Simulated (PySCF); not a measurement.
Isomers of C7H17N.

All values: PBE0/pcSseg-1 (PySCF) at GFN2-xTB geometries, gas phase, one conformer each.

**Question.** Rank by the lowest Hirshfeld charge on any atom, lowest value first.
A. `[CH3:1][CH2:2][N:3]([CH2:4][CH3:5])[CH:6]([CH3:7])[CH3:8]` with C1–C2–N3–C4 -79°, C2–N3–C4–C5 135°, C2–N3–C6–C7 -74° (diethylisopropylamine)
B. `[CH3:1][CH:2]([CH3:3])[CH:4]([NH2:5])[CH:6]([CH3:7])[CH3:8]` with C1–C2–C4–N5 62°, C2–C4–N5–H 58° and -62°, C2–C4–C6–C7 -53°
C. `[CH3:1][CH:2]([CH3:3])[NH:4][C:5]([CH3:6])([CH3:7])[CH3:8]` with C1–C2–N4–C5 -78°

**Answer.** B (-0.217 e), C (-0.152 e), A (-0.127 e).

**Question.** Rank by HOMO–LUMO gap, highest first.
A. `[CH3:1][CH:2]([CH3:3])[NH:4][C:5]([CH3:6])([CH3:7])[CH3:8]` with C1–C2–N4–C5 -78°
B. `[CH3:1][CH:2]([CH3:3])[CH:4]([NH2:5])[CH:6]([CH3:7])[CH3:8]` with C1–C2–C4–N5 62°, C2–C4–N5–H 58° and -62°, C2–C4–C6–C7 -53°
C. `[CH3:1][CH2:2][CH2:3][NH:4][CH2:5][CH:6]([CH3:7])[CH3:8]` with C1–C2–C3–N4 177°, C2–C3–N4–C5 178°, C3–N4–C5–C6 -178°, N4–C5–C6–C7 -60° (isobutyl-propyl-amine)
D. `[CH3:1][CH2:2][N:3]([CH2:4][CH3:5])[CH:6]([CH3:7])[CH3:8]` with C1–C2–N3–C4 -79°, C2–N3–C4–C5 135°, C2–N3–C6–C7 -74° (diethylisopropylamine)

**Answer.** B (7.97 eV), C (7.79 eV), A (7.48 eV), D (7.17 eV).

All values together:

| SMILES | μ (D) | HOMO (eV) | LUMO (eV) | lowest IAO charge (e) | highest IAO charge (e) | lowest Hirshfeld charge (e) | highest Hirshfeld charge (e) |
| --- | --- | --- | --- | --- | --- | --- | --- |
| CC(C)C(N)C(C)C | 1.33 | -6.66 | 1.31 | -0.571 (N) | +0.240 (H) | -0.217 (N) | +0.104 (H) |
| CCN(CC)C(C)C | 0.63 | -5.73 | 1.44 | -0.437 (C) | +0.147 (H) | -0.127 (C) | +0.040 (H) |
| CC(C)NC(C)(C)C | 0.93 | -6.23 | 1.25 | -0.433 (C) | +0.228 (H) | -0.152 (N) | +0.095 (H) |
| CCC[C@H](C)N(C)C | 0.67 | -5.86 | 1.38 | -0.438 (C) | +0.142 (H) | -0.128 (C) | +0.042 (H) |
| CCCNCC(C)C | 0.95 | -6.32 | 1.47 | -0.420 (C) | +0.228 (H) | -0.153 (N) | +0.103 (H) |

Conformers: `[CH3:1][CH:2]([CH3:3])[CH:4]([NH2:5])[CH:6]([CH3:7])[CH3:8]` with C1–C2–C4–N5 62°, C2–C4–N5–H 58° and -62°, C2–C4–C6–C7 -53°; `[CH3:1][CH2:2][N:3]([CH2:4][CH3:5])[CH:6]([CH3:7])[CH3:8]` with C1–C2–N3–C4 -79°, C2–N3–C4–C5 135°, C2–N3–C6–C7 -74°; `[CH3:1][CH:2]([CH3:3])[NH:4][C:5]([CH3:6])([CH3:7])[CH3:8]` with C1–C2–N4–C5 -78°; `[CH3:1][CH2:2][CH2:3][C@H:4]([CH3:5])[N:6]([CH3:7])[CH3:8]` with C1–C2–C3–C4 180°, C2–C3–C4–C5 -179°, C3–C4–N6–C7 -157°; `[CH3:1][CH2:2][CH2:3][NH:4][CH2:5][CH:6]([CH3:7])[CH3:8]` with C1–C2–C3–N4 177°, C2–C3–N4–C5 178°, C3–N4–C5–C6 -178°, N4–C5–C6–C7 -60°.
